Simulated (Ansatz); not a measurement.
`[CH3][AlH][C](=N)[SeH]` + `[SiH3][TeH]` → `[SeH][SiH2][TeH]` + `[CH3][AlH][CH]=N`  (formal exchange of groups at the Se–C bond)

Computed with Ansatz on PBE0-D4/def2-TZVP structures; ΔE is electronic, products minus reactants. CBS: MP2 limit from def2 TZ/QZ plus the TZ coupled-cluster correction, frozen cores. DFT in def2-TZVPP. B3LYP here is the variant with VWN-RPA as its local correlation; programs differ in this. Elements past krypton have def2 core potentials. For Se, Te outer-core shells are correlated without core-valence functions, which leaves a few kJ/mol of doubt a bond. Scalar relativity is left out up to krypton. Each species was taken in one conformer, which may not be the lowest.

Is it downhill or uphill in electronic energy at CCSD(T)/CBS, and by how much? (Estimate.)

Computed: Downhill: ΔE = -67.5 kJ/mol.

What do these levels give: PBE-D4, r2SCAN-D4, PBE0-D4, ωB97X-V, ωB97M-V, B2PLYP, PBE0, B3LYP, CCSD/def2-TZVPP, HF/def2-QZVPP, MP2/def2-QZVPP, HF/CBS(def2)? (An estimate is asked.)

The calculation gave: PBE-D4 -52.2, r2SCAN-D4 -53.9, PBE0-D4 -63.2, ωB97X-V -66.7, ωB97M-V -67.9, B2PLYP -60.5, PBE0 -64.0, B3LYP -59.4, CCSD/def2-TZVPP -66.5, HF/def2-QZVPP -79.0, MP2/def2-QZVPP -65.7, HF/CBS(def2) -79.0 kJ/mol.

Largest T1 diagnostic among the species: 0.012.

From PBE to PBE0 (25 % exact exchange), in def2-TZVPP and without D4, ΔE moves by −10.8 kJ/mol. In def2-TZVPP, CCSD(T) changes the Hartree–Fock value by +17.4 kJ/mol (the triples alone add +4.8 kJ/mol) and MP2 by +16.7 kJ/mol.
